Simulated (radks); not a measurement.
Values are calculated unless marked as measured or tabulated.
The oxygen anion O2-, [Ne], held by a Watson sphere: a shell of charge +2 at radius R that stands for the Madelung well of a crystal (potential energy -2/R inside, -2/r outside, in hartree with lengths in bohr). Code: a radial shooting solver on a logarithmic mesh with Libxc functionals. Model: non-relativistic Kohn-Sham, LB94 model potential, spin-unpolarised, spherical densities, point nucleus. Response by self-consistent Sternheimer equations with the Hartree and adiabatic LDA kernel. The sphere does not respond.

R (bohr)  e(1s) (eV)  e(2s) (eV)  e(2p) (eV)  <r> 2p (bohr)  sum of <r^2> (bohr^2)  X-ray form factor at sin(theta)/lambda = 0.2 1/angstrom  alpha (bohr^3)
1.8          -532.52     -27.935     -13.916          1.413                  19.62                                                    6.264           10.49
2.77         -530.47     -23.291      -9.781          1.589                  25.04                                                    5.934           23.88
3.03         -529.87     -22.419      -8.937          1.625                  26.36                                                    5.895           29.11
3.56         -528.74     -20.962      -7.490          1.690                  28.94                                                    5.850           42.53
3.73         -528.41     -20.568      -7.091          1.709                  29.75                                                    5.842           47.75
